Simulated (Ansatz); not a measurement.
The lowest singlet and triplet of AlCl (SMILES [Al][Cl]); geometries from B3LYP-D3(BJ)/def2-TZVP, each state relaxed from the structure named, with no frequency check.
Singlet (charge 0, multiplicity 1):
```xyz
2

Al     0.0000     0.0000    -1.2241
Cl     0.0000     0.0000     0.9361
```

A positive gap puts the triplet lower; no zero-point energy. R- takes a restricted singlet. U- takes an unrestricted singlet (broken symmetry where lower, unprojected). The triplet is unrestricted in single-reference levels.

Cores are frozen in the correlated methods.

Programs: Ansatz (Gaussian basis) for Hartree–Fock, density functionals and correlated methods. Values without a source in brackets are computed.

**Question.** One of these levels gives -324.1 kJ/mol for the gap E(singlet) − E(triplet), vertical, at the singlet's geometry. Which one is it?
A. U-wB97M-V/def2-TZVPP
B. R-B3LYP/def2-TZVPP
C. R-MP2/cc-pV(Q+d)Z
D. R-HF/cc-pV(T+d)Z

**Answer.** A, U-wB97M-V/def2-TZVPP. The others give -206.0 (R-HF/cc-pV(T+d)Z), -294.4 (R-B3LYP/def2-TZVPP), -271.7 (R-MP2/cc-pV(Q+d)Z)

Ansatz is a program for electronic structure.
